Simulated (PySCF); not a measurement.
Species: C₂H₇PSiTe.
Numbering: `[SiH3:1][C@@H:2]1[CH2:3][P@H:4]1=[Te:5]` (hydrogens: H6, H7, H8 on Si1; H9 on C2; H10, H11 on C3; H12 on P4)

Method: PBE0-D3(BJ)/def2-SVP geometry optimisation, gas phase, def2 core potentials past Kr in PySCF; density fitting, grid level 1; the optimiser is geomeTRIC in internal coordinates, started from a GFN2-xTB structure with every atom displaced at random (about 0.01 Å).

Step 0: E = -26631.0284 eV
```
atom  x, y, z in Å  |  force x, y, z in eV/Å
Si1     1.5522    0.4068    0.2940   -1.493   0.187  -0.112
C2     -0.0923   -0.5498    0.2379    0.789  -0.157  -0.044
C3     -0.6657   -0.9955   -1.1261    0.414  -0.062   0.790
P4     -1.6633    0.1827   -0.2179   -0.800  -0.493   0.278
Te5    -3.7504   -0.2877    0.7319    0.144   0.156  -0.065
H6      1.6796    1.0201    1.6170    0.213   0.185   0.484
H7      1.4698    1.4778   -0.7326    0.047   0.121  -0.156
H8      2.6310   -0.4947   -0.0265    0.822  -0.593  -0.146
H9     -0.2029   -1.2894    1.0405   -0.050  -0.030   0.012
H10    -0.1180   -0.6690   -1.9920    0.222   0.254  -0.703
H11    -1.0212   -2.0146   -1.1775   -0.302  -0.421  -0.068
H12    -1.3091    1.3887   -0.7925   -0.006   0.855  -0.269
```

Step 1: E = -26631.1334 eV
```
atom  x, y, z in Å  |  force x, y, z in eV/Å
Si1     1.4959    0.4317    0.3206    0.241  -0.199  -0.143
C2     -0.0591   -0.6099    0.2110   -0.063   0.121   0.058
C3     -0.6275   -1.0537   -1.1387    0.000  -0.044  -0.091
P4     -1.6597    0.1375   -0.2467   -0.073   0.374   0.014
Te5    -3.7302   -0.1112    0.7943    0.045  -0.089  -0.053
H6      1.6896    1.0108    1.6800   -0.088  -0.004   0.017
H7      1.4031    1.5238   -0.6959   -0.018   0.014   0.008
H8      2.6757   -0.4335   -0.0195   -0.053   0.101   0.043
H9     -0.1819   -1.3464    1.0152   -0.005  -0.007   0.020
H10    -0.1280   -0.7131   -2.0557   -0.039  -0.031   0.057
H11    -1.0279   -2.0721   -1.1991    0.023   0.034  -0.003
H12    -1.3404    1.4116   -0.8093    0.031  -0.271   0.074
```

Q: Estimate the geometry and energy of step 2. (The exact step hangs on the optimiser's Hessian estimate; all steps are aligned on step 1, rigid shifts and turns removed.)

A: E = -26631.1457 eV, largest force 0.113 eV/Å
```
atom  x, y, z in Å  |  force x, y, z in eV/Å
Si1     1.5093    0.4234    0.3108    0.073  -0.073  -0.045
C2     -0.0598   -0.5997    0.2136   -0.016   0.023  -0.007
C3     -0.6374   -1.0457   -1.1332    0.017   0.010  -0.010
P4     -1.6578    0.1550   -0.2401   -0.056   0.053   0.037
Te5    -3.7292   -0.1545    0.7732   -0.006  -0.034  -0.013
H6      1.6757    1.0056    1.6725   -0.034   0.013   0.012
H7      1.4186    1.5153   -0.7069   -0.006   0.005   0.005
H8      2.6936   -0.4321   -0.0129   -0.011   0.023   0.016
H9     -0.1861   -1.3334    1.0206    0.001   0.010   0.009
H10    -0.1403   -0.7131   -2.0518    0.005  -0.004   0.004
H11    -1.0444   -2.0606   -1.1889   -0.008   0.007   0.003
H12    -1.3325    1.4153   -0.8009    0.040  -0.033  -0.011
```

The energy changes by -0.0123 eV. The first-order estimate −F·Δx gives -0.0191 eV and the mean of the old and new forces, exact on a quadratic surface, -0.0123 eV. The step makes an angle of 66° with the force vector and moves no atom by more than 0.048 Å.

What follows is the cost of the whole optimisation. Time: 31 s wall; peak memory 0.55 GiB. Hardware: one thread, Intel Xeon Platinum 8559C (x86_64), shared host.
